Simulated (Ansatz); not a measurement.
One change: `C[Si](O)(F)[AlH][OH]` becomes `BN[Si](C)(O)F`.

Ansatz, PBE0-D4/def2-TZVP geometries, multiplicity 1. Each molecule was computed in one conformer, which needn't be the lowest.

| property | `C[Si](O)(F)[AlH][OH]` |
| --- | --- |
| size of the dipole moment (PBE/def2-TZVPP) / D | 2.30 |
| LUMO energy (ωB97M-V/def2-TZVPP) / eV | 0.26 |
| HOMO–LUMO gap (B3LYP/def2-TZVPP) / eV | 5.53 |
| HOMO–LUMO gap (ωB97M-V/def2-TZVPP) / eV | 9.58 |
| HOMO energy (B3LYP/def2-TZVPP) / eV | -7.12 |
| HOMO–LUMO gap (PBE/def2-TZVPP) / eV | 3.94 |

**Question.** Give the same properties after the change, and the shifts. (Estimate.)

**Answer.** The calculation gave: 
```tsv
property	`BN[Si](C)(O)F`	shift
size of the dipole moment (PBE/def2-TZVPP) / D	1.94	-0.36
LUMO energy (ωB97M-V/def2-TZVPP) / eV	1.59	1.33
HOMO–LUMO gap (B3LYP/def2-TZVPP) / eV	8.15	2.62
HOMO–LUMO gap (ωB97M-V/def2-TZVPP) / eV	12.76	3.18
HOMO energy (B3LYP/def2-TZVPP) / eV	-8.65	-1.53
HOMO–LUMO gap (PBE/def2-TZVPP) / eV	6.18	2.24
```

With PBE0 the HOMO falls by 1.56 eV and the LUMO rises by 1.12 eV, so the gap widens by about 2.68 eV. PBE moves the HOMO by -1.32 eV and ωB97M-V by -1.85 eV. Dipoles are sizes alone; their direction can turn.

B3LYP here is the variant with VWN-RPA as its local correlation; programs differ in this.
